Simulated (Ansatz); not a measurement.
Reaction (ligand exchange at the Si–C bond): `C[SiH2]CS` + `[NH2][SnH3]` → `C[SiH2][NH][SnH3]` + CH₃SH

Calculated with Ansatz (gas phase, PBE0-D4/def2-TZVP geometries, no zero-point term in ΔE). CCSD(T)/CBS is the MP2 limit (def2-TZVPP, def2-QZVPP) plus CCSD(T) − MP2 in def2-TZVPP, frozen cores. This one scheme is used for every species. DFT in def2-TZVPP. Elements past krypton have def2 core potentials. For Sn outer-core shells are correlated without core-valence functions, which leaves a few kJ/mol of doubt a bond. One conformer a species, not always the lowest.

`C[SiH2]CS`:

Cartesian coordinates in Å:
```
C 1.164 0.577 1.109
Si 0.473 -0.702 -0.059
C -0.782 0.059 -1.237
S -2.217 0.727 -0.352
H 0.357 1.066 1.660
H 1.846 0.119 1.829
H 1.717 1.344 0.561
H -0.223 -1.782 0.696
H 1.569 -1.328 -0.855
H -0.332 0.917 -1.744
H -1.102 -0.642 -2.011
H -2.470 -0.355 0.403
```

`[NH2][SnH3]`:

Cartesian coordinates in Å:
```
N 0.180 0.149 1.263
Sn 0.067 -0.158 -0.742
H 0.085 1.125 1.519
H -0.521 -0.365 1.782
H 1.334 0.754 -1.426
H 0.287 -1.833 -0.971
H -1.432 0.328 -1.424
```

`C[SiH2][NH][SnH3]`:

Z-matrix (Å, degrees):
```
C
Si 1 1.867
H 1 1.093 2 111.4
H 1 1.093 2 110.0 3 -119.7
H 1 1.094 2 111.6 3 121.4
N 2 1.718 1 108.8 3 -59.0
H 2 1.496 1 108.3 3 177.6
H 2 1.492 1 110.3 3 61.7
Sn 6 2.024 2 127.9 1 -24.0
H 6 1.009 2 117.4 1 170.6
H 9 1.707 6 108.8 2 70.6
H 9 1.709 6 109.7 2 -49.4
H 9 1.705 6 105.6 2 -169.6
```

CH₃SH:

Cartesian coordinates in Å:
```
C 0.057 -0.483 0.068
S -0.796 1.002 -0.507
H 1.024 -0.602 -0.419
H -0.577 -1.325 -0.210
H 0.177 -0.482 1.151
H 0.115 1.891 -0.083
```

| species | PBE0 energy (Eh) |
| --- | --- |
| `C[SiH2]CS` | -768.40948 |
| `[NH2][SnH3]` | -271.99708 |
| `C[SiH2][NH][SnH3]` | -601.89062 |
| CH₃SH | -438.53753 |

(1) Work out ΔE.

Largest T1 diagnostic among the species: 0.013.

## Answers

(1) ΔE = (-601.89062) + (-438.53753) − (-768.40948) − (-271.99708) = -0.02159 Eh = -56.7 kJ/mol. CCSD(T)/CBS gives -65.6 kJ/mol.

In def2-TZVPP, CCSD(T) changes the Hartree–Fock value by +12.3 kJ/mol (the triples alone add +2.0 kJ/mol) and MP2 by +11.0 kJ/mol. From PBE to PBE0 (25 % exact exchange), in def2-TZVPP and without D4, ΔE moves by −5.3 kJ/mol.
